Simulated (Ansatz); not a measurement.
Consider the redistribution: `[SiH3][SiH2]Cl` + `CBC[SiH2]C` → `C[SiH2]C[SiH2]Cl` + `CB[SiH3]`.

Calculated with Ansatz (gas phase, PBE0-D4/def2-TZVP geometries, no zero-point term in ΔE). CCSD(T)/CBS is the MP2 limit (def2-TZVPP, def2-QZVPP) plus CCSD(T) − MP2 in def2-TZVPP, frozen cores. DFT in def2-TZVPP. One conformer a species, not always the lowest.

```csv
level,ΔE (kJ/mol)
PBE0,34.2
HF/CBS(def2),25.4
```

Problem. What does CCSD(T)/CBS give? (An estimate is asked.)

Solution. The calculation gave: +29.3 kJ/mol. The listed levels differ from it by 4.9, -3.9 kJ/mol.

Largest T1 diagnostic among the species: 0.012.

In def2-TZVPP, CCSD(T) changes the Hartree–Fock value by +3.2 kJ/mol (the triples alone add +0.8 kJ/mol) and MP2 by +3.0 kJ/mol.
